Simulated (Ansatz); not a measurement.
La4⁺. Total charge 1; doublet. Geometry r2SCAN-D4/def2-SVP.

```xyz
4

La   -1.8032    1.1518    0.2809
La    0.2045   -0.6761   -2.0028
La    0.0095   -1.8235    1.1614
La    1.5893    1.3478    0.5605
```

In the def2 sets La takes a core potential; there is no spin–orbit coupling. At PBE-D4/def2-SVP, PBE-D4/def2-TZVP, PBE0-D4/def2-SVP, PBE0-D4/def2-TZVP and others the charge 1 doublet is spin-contaminated (final ⟨S²⟩ up to 3.42, 0.75 for a pure state). No other spin state of charge 1 was run. The geometry of the doublet was relaxed on an unsound state (⟨S²⟩ 3.91, where a pure state has 0.75). The structure comes from a short search, and lower isomers may exist.

(1) Estimate the α-spin orbital energies around the gap (eV) in Ansatz with PBE-D4/def2-SVP, PBE-D4/def2-TZVP, PBE0-D4/def2-SVP, PBE0-D4/def2-TZVP, BHLYP-D4/def2-TZVP.

Results:

(1) 
```
orbital  PBE-D4/def2-SVP  PBE-D4/def2-TZVP  PBE0-D4/def2-SVP  PBE0-D4/def2-TZVP  BHLYP-D4/def2-TZVP
 HOMO−9           -23.98            -23.94            -25.65             -25.60              -27.30
 HOMO−8           -23.80            -23.79            -25.53             -25.50              -27.22
 HOMO−7           -23.75            -23.73            -25.51             -25.47              -27.19
 HOMO−6           -23.49            -23.47            -25.20             -25.17              -26.86
 HOMO−5            -7.41             -7.36             -7.96              -7.91               -8.34
 HOMO−4            -6.87             -6.84             -7.29              -7.25               -7.60
 HOMO−3            -6.82             -6.78             -7.28              -7.23               -7.54
 HOMO−2            -6.65             -6.59             -7.18              -7.12               -7.42
 HOMO−1            -6.58             -6.51             -7.06              -6.99               -7.30
   HOMO            -6.41             -6.34             -6.90              -6.83               -7.18
   LUMO            -6.11             -6.02             -5.34              -5.24               -4.29
 LUMO+1            -5.79             -5.70             -4.92              -4.81               -4.09
 LUMO+2            -5.73             -5.63             -4.89              -4.77               -4.00
 LUMO+3            -5.50             -5.40             -4.72              -4.64               -3.93
 LUMO+4            -5.12             -5.10             -4.50              -4.43               -3.68
 LUMO+5            -4.97             -4.94             -4.34              -4.27               -3.53
 β HOMO            -6.48             -6.41             -7.01              -6.93               -7.27
 β LUMO            -6.09             -6.01             -5.22              -5.11               -4.30
```
